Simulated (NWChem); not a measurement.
C4H7O2, doublet; SMILES [CH]1COCCO1

```xyz
13

C      1.2884     0.5196    -0.1495
C      1.0535    -0.9329     0.1009
O     -0.2339    -1.3431    -0.2921
C     -1.2091    -0.5050     0.2657
C     -1.0038     0.9212    -0.1996
O      0.2888     1.3866     0.1442
H      2.2806     0.9519     0.0076
H      1.1934    -1.1675     1.1860
H      1.7858    -1.5396    -0.4533
H     -2.1944    -0.8751    -0.0560
H     -1.1716    -0.5452     1.3750
H     -1.1268     0.9682    -1.2971
H     -1.7257     1.6060     0.2687
```
Atoms are numbered in this order, from 1.

Program: NWChem. Spin-unrestricted. All runs use the structure optimised with PBE0/def2-SVP, spin-unrestricted. No stability test was run on the SCF state. Level: B3LYP/def2-SVP with SMD (1 M gas to 1 M solution), gas-phase geometry. Reactions with the solvent are ignored.

For solvent water:

* **solvation free energy (kcal/mol)**: -3.2
* **cavity-dispersion-structure term (kcal/mol)**: 3.3

Question: What are these values for solvent 2-propanol?

Answer: 
| Item | Result |
|---|---|
| solvation free energy (kcal/mol) | -4.8 |
| cavity-dispersion-structure term (kcal/mol) | 0.7 |
